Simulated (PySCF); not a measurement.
These 2 structures share the formula C5H10OSi2. Computed with PBE0-D3(BJ)/def2-SVP geometry optimisation, gas phase (PySCF 2.14.0). Energies are electronic, without zero-point or thermal terms, for one conformer each. No frequencies were run at this level. Point groups hold within 0.08 Å.

Question: Order them by energy at this level, lowest first, and give relative energies in kcal/mol.
A. `[CH3:1][C:2]#[C:3][Si@@H:4]1[CH2:5][CH2:6][SiH2:7][O:8]1` with C3–Si4–C5–C6 -86°, Si4–C5–C6–Si7 -35°, C5–C6–Si7–O8 27°, C6–Si7–O8–Si4 -6°
B. `[CH3:1][O:2][C:3]1=[CH:4][SiH2:5][CH:6]=[CH:7][SiH2:8]1` with C1–O2–C3–C4 0°

Answer: A (0.0), B (52.0).

As drawn, the lower has a C≡C bond and an Si–O bond, which the higher lacks; the higher has a C=C bond outside aromatic rings, which the lower lacks.

```
                SMILES      E (Eh)  E rel (kcal/mol)  dipole (D)  point group       A, B, C (MHz)
CC#C[Si@@H]1CC[SiH2]O1  -849.87164               0.0        2.52           C1  2708, 737.3, 721.1
COC1=C[SiH2]C=C[SiH2]1  -849.78873              52.0        1.05           Cs   2173, 1109, 750.6
```

Q: How do the relative energies change in single points at PBE0/pcSseg-1 (no added dispersion term) on the same geometries?

A: 
```tsv
SMILES	PBE0-D3(BJ)/def2-SVP (kcal/mol)	PBE0/pcSseg-1 (kcal/mol)	shift
CC#C[Si@@H]1CC[SiH2]O1	0.0	0.0	0.0
COC1=C[SiH2]C=C[SiH2]1	52.0	54.6	+2.6
```

Each column counts from its own lowest isomer. The order is unchanged; the largest shift is 2.6 kcal/mol.
